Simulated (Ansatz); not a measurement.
CH$_{5}$Cl$_{2}$FNSi$_{2}$ (`CN([SiH]Cl)[SiH](F)Cl`) radical, relaxed with UKS PBE-D4/def2-SVP in Ansatz 0.2.0 from a rough embedded geometry. The force threshold is 0.03 eV/Å; the program also tests the step.

Total charge 0; spin multiplicity 2.

Start:

```xyz
12

C    -0.218   -1.322    0.657
N     0.131   -0.154   -0.265
Si   -1.010    0.545   -1.373
Cl   -1.229   -0.795   -2.868
Si    1.065    1.173    0.227
F     0.149    2.121    1.163
Cl    2.713    0.580    1.325
H    -0.850   -0.979    1.446
H     0.688   -1.673    1.119
H    -0.688   -2.076    0.086
H    -2.310    0.615   -0.617
H     1.559    1.965   -0.899
```

Q: How much energy does the relaxation release, and in how many steps? (Best estimate.)

A: The calculation gave: 51.65 kJ/mol, in 14 steps.

Q: Which bonds change most? (An estimate is asked.)

A: Ansatz gave: Si3–Cl4 from 2.020 to 2.093 Å; C1–H10 from 1.056 to 1.110 Å; C1–N2 from 1.528 to 1.478 Å; C1–H8 from 1.068 to 1.111 Å.

Q: Give the relaxed structure. (Estimate.)

A: Ansatz gave: 
```xyz
12

C    -0.319   -1.121    0.722
N    -0.108    0.106   -0.073
Si   -1.150    0.413   -1.456
Cl   -0.900   -1.097   -2.884
Si    1.147    1.230    0.325
F     0.816    2.044    1.702
Cl    2.911    0.217    0.709
H    -1.193   -1.026    1.402
H     0.579   -1.340    1.334
H    -0.482   -1.992    0.055
H    -2.605    0.359   -1.051
H     1.303    2.208   -0.785
```
